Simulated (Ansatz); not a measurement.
Reaction (ligand exchange at the Si–N bond): `F[SiH2]N([SiH3])[SiH3]` + `C=C[SiH2]O` → `C=C[SiH2]O[SiH3]` + `F[SiH2]N[SiH3]`

Program: Ansatz. Geometries: PBE0-D4/def2-TZVP. ΔE: electronic, gas phase. CCSD(T)/CBS is the MP2 limit (def2-TZVPP, def2-QZVPP) plus CCSD(T) − MP2 in def2-TZVPP, frozen cores. This one scheme is used for every species. Functionals use def2-TZVPP. One conformer a species, not always the lowest.

`F[SiH2]N([SiH3])[SiH3]`:

Z-matrix (Å, degrees):
```
Si
N 1 1.713
F 1 1.599 2 111.2
H 1 1.482 2 108.1 3 117.5
H 1 1.479 2 111.1 3 -118.1
Si 2 1.743 1 121.3 3 75.7
Si 2 1.744 1 119.9 3 -101.8
H 6 1.486 2 110.4 1 126.0
H 6 1.485 2 111.2 1 -113.8
H 6 1.485 2 107.6 1 6.2
H 7 1.487 2 107.3 1 166.0
H 7 1.486 2 111.5 1 -74.8
H 7 1.485 2 110.6 1 46.2
```

`C=C[SiH2]O`:

Cartesian coordinates in Å:
```
C 0.989 0.133 1.302
C -0.288 0.133 0.929
Si -0.819 0.082 -0.850
O 0.470 -0.137 -1.855
H 1.793 0.115 0.570
H 1.291 0.159 2.345
H -1.052 0.160 1.706
H -1.822 -1.008 -1.018
H -1.434 1.369 -1.259
H 0.872 -1.006 -1.871
```

`C=C[SiH2]O[SiH3]`:

Z-matrix (Å, degrees):
```
Si
C 1 1.853
O 1 1.636 2 109.7
H 1 1.486 2 110.6 3 119.4
H 1 1.490 2 110.0 3 -120.8
C 2 1.330 1 123.1 3 -0.7
H 2 1.090 1 118.6 3 179.2
Si 3 1.633 1 145.9 2 -94.5
H 6 1.086 2 122.3 1 179.8
H 6 1.086 2 121.6 1 -0.4
H 8 1.486 3 109.5 1 104.6
H 8 1.484 3 109.0 1 -136.0
H 8 1.487 3 110.4 1 -15.6
```

`F[SiH2]N[SiH3]`:

Z-matrix (Å, degrees):
```
Si
N 1 1.706
F 1 1.601 2 112.6
H 1 1.478 2 108.8 3 117.8
H 1 1.480 2 109.3 3 -117.5
Si 2 1.733 1 128.1 3 -87.6
H 2 1.011 1 115.6 3 85.3
H 6 1.487 2 110.9 1 -127.0
H 6 1.487 2 112.0 1 112.6
H 6 1.483 2 106.7 1 -7.3
```

```tsv
level	ΔE (eV)
CAM-B3LYP-D4	-0.62
HF/def2-QZVPP	-0.76
```

Problem. What does CCSD(T)/CBS give? (Estimate.)

Solution. Computed: -0.54 eV. The listed levels differ from it by -0.08, -0.22 eV.

Largest T1 diagnostic among the species: 0.012.

Leaving LDA and LC-ωPBE aside and taking each functional with its dispersion term where it has one, the values, not all of them listed here, spread over 0.18 eV, from CAM-B3LYP-D4 to revPBE-D4. LDA lies +0.04 eV from PBE without D4. At CCSD(T), def2-SVP lies +0.03 eV from the extrapolated value and def2-TZVPP +0.01 eV. From BLYP to BHLYP (50 % exact exchange), in def2-TZVPP and without D4, ΔE moves by −0.04 eV.
